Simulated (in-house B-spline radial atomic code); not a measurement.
Cl3+ is squeezed into an impenetrable sphere of radius R (the orbitals vanish at R). Level of theory: scalar-relativistic (X2C) Hartree-Fock, spin-polarised, averaged over the determinants with the given up and down occupations, Fermi nucleus of rms radius 3.3654 fm; calculated with an all-electron radial atomic-structure program (B-spline basis).

Energies in eV above the free ion in [Ne] 3s2 3p2:

```tsv
R (bohr)	highest level (eV)	[Ne] 3s2 3p2	[Ne] 3s1 3p3	[Ne] 3s2 3p1 3d1
8.44	-52.9	0	6.69	20.55
6.58	-52.9	9.211e-05	6.69	20.56
5.21	-52.9	0.007556	6.698	20.62
4.57	-52.8	0.05547	6.747	20.8
3.83	-52.5	0.503	7.209	21.73
3.01	-50.2	4.977	11.84	27.6
2.76	-48.2	9.706	16.72	32.97
2.04	-29.5	63.62	71.54	87.61
1.75	-7.33	137	145.1	157.9
1.51	28.6	265.3	272.1	277.8
```

Problem. Does [Ne] 3s1 3p3 fall below [Ne] 3s2 3p2 under compression?

Solution. No, it stays above over the whole range.

Problem. Does [Ne] 3s2 3p1 3d1 fall below [Ne] 3s2 3p2 under compression?

Solution. No, it stays above over the whole range.

The highest level is first positive in the row R = 1.51 bohr, pushed up by confinement above the zero of the free ion's potential. Each configuration is held fixed and needn't be the lowest in the sphere.
